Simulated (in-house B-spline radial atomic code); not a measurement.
C²⁺. Computed with a B-spline radial atomic code. Model: non-relativistic spherical atom: semilocal Troullier-Martins pseudo-atom, one channel per l, against all electrons, high spin, G0W0 and RPA with empty states to l = 8, local potential for every l without a channel, a model core (radius 0 = none) keeps its share of the functional.

What the tables leave out is listed at the end.

The pseudopotential gives back the lowest level of each angular momentum of its own functional in the configuration it was made in; a second state of the same l is only approximately right. Exact exchange, RPA and GW see the smooth pseudo-orbitals and miss the exchange with the core, for which the functional's share stands in. The column with an uncorrelated core keeps all orbitals and exact exchange, and so separates missing core correlation from pseudisation. Only the three outermost levels and the lowest empty one were computed. RPA here is direct RPA, with no exchange kernel, and its energies carry an (l + 1/2)⁻⁴ tail. A hybrid on a potential with a model core restores only its own semilocal share of the core's exchange.

Command:
```bash
python run_psgw.py task.json out
```
Settings (lengths in bohr, energies in hartree):
```
Z                      6
electrons              4
configuration          [He] 2s2
generated_in           [He] 2s2 2p2
functional             lda,vwn
core_shells            1
radius_factor          1
core_correction        True
ion_configuration      [He] 2s1
```

Run time, properties included: 18 s on 1 thread of Arm Neoverse N1, on a shared host.

Given: made with LDA VWN5; model core radius 0.533 bohr; local radius 1.298 bohr; mean-field start LDA VWN5.

Valence shells of the generating configuration: 2s, 2p.

Channel: s 1.213, p 1.78 (radii in bohr).

Computed: largest level miss in the spin-unpolarised generating configuration 0 eV; valence RPA correlation energy all-electron orbitals -0.13363 hartree; valence RPA correlation energy pseudo -0.14682 hartree; all-electron RPA polarisability, core included 3.2483 bohr³; pseudo-atom RPA polarisability 3.2418 bohr³; ionisation by mean-field all-electron 46.948 eV; ionisation by mean-field pseudo minus all -0.178 eV.

```csv
level,occupied,mean-field all-electron (eV),mean-field pseudo minus all (eV),G0W0 all-electron (eV),G0W0 uncorrelated core minus all (eV),G0W0 pseudo minus all (eV),exchange self-energy all-electron (eV),exchange self-energy pseudo (eV)
2s,1,-40.156,0.141,-47.879,0.084,-0.11,-20.069,-17.891
2p (empty),0,-31.853,0.326,-24.94,0.114,-0.366,-4.8107,-4.0581
```

Problem. What is the ionisation by RPA all-electron?

Solution. 48.22 eV.

Problem. What is the ionisation by RPA pseudo minus all?

Solution. 0.333 eV.

Given: mean-field start PBE0.

Computed: valence RPA correlation energy all-electron orbitals -0.11037 hartree; valence RPA correlation energy pseudo -0.12154 hartree; all-electron RPA polarisability, core included 2.818 bohr³; ionisation by mean-field all-electron 47.041 eV; ionisation by RPA all-electron 47.888 eV; ionisation by RPA pseudo minus all -0.025 eV.

```
     level  occupied  mean-field all-electron (eV)  mean-field pseudo minus all (eV)  G0W0 all-electron (eV)  G0W0 uncorrelated core minus all (eV)  G0W0 pseudo minus all (eV)  exchange self-energy all-electron (eV)  exchange self-energy pseudo (eV)
        2s         1                       -42.038                             0.365                 -47.787                                  0.083                       0.207                                 -20.042                           -17.851
2p (empty)         0                       -29.823                             0.211                  -24.87                                  0.102                      -0.005                                 -4.6919                           -4.0057
```

Problem. What is the ionisation by mean-field pseudo minus all?

Solution. -0.401 eV.

Problem. What is the pseudo-atom RPA polarisability?

Solution. 2.8838 bohr³.

Among the listed levels the largest G0W0 shift of the pseudo-atom is -0.37 eV, for 2p (empty) on the LDA VWN5 start, while leaving the core uncorrelated moves that level by +0.11 eV. So pseudisation and the lost core exchange, not the missing core correlation, make the error. Not in the tables (levels of low weight, unsolved or above zero; the highest and the empty levels are kept at any weight): no Hartree-Fock pseudo-atom is run with a model core.
